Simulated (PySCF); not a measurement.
PySCF 2.14 output of an unrestricted BLYP calculation on a single atom or ion in x2c-TZVPPall with one added diffuse shell each of s, p, d, f type (9s7p5d3f, 76 functions), with scalar relativity by spin-free X2C-1e:

```
SCF conv_tol = 1e-09
number electrons alpha = 27  beta = 26
    A. D. Becke.,  Phys. Rev. A 38, 3098 (1988)
    C. Lee, W. Yang, and R. G. Parr.,  Phys. Rev. B 37, 785 (1988)
    B. Miehlich, A. Savin, H. Stoll, and H. Preuss.,  Chem. Phys. Lett. 157, 200 (1989)
cycle= 1 E= -7115.41577806888  delta_E= -0.0163  |g|= 0.0522  |ddm|= 0.368
cycle= 2 E= -7115.41613604258  delta_E= -0.000358  |g|= 0.0481  |ddm|= 0.18
cycle= 3 E= -7115.41711513754  delta_E= -0.000979  |g|= 0.0107  |ddm|= 0.0778
cycle= 4 E= -7115.41712749527  delta_E= -1.24e-05  |g|= 0.000957  |ddm|= 0.00661
cycle= 5 E= -7115.41712828052  delta_E= -7.85e-07  |g|= 4.9e-05  |ddm|= 0.00258
cycle= 6 E= -7115.41712828315  delta_E= -2.63e-09  |g|= 4.25e-07  |ddm|= 0.000174
cycle= 7 E= -7115.41712828315  delta_E= -9.09e-13  |g|= 6.66e-08  |ddm|= 1.11e-06
converged SCF energy = -7115.41712828315  <S^2> = 0.75195532  2S+1 = 2.0019544
```

The run itself started from symmetry-adapted Hartree-Fock orbitals and held the occupation by maximum overlap, on a logarithmic radial grid, so the iterations belong to that start.

**Question.** Which element, charge and spin multiplicity is this?

**Answer.** I (iodine, neutral), multiplicity 2; the state was [Kr] 4d10 5s1 5p6, 2S determinant (an excited configuration).
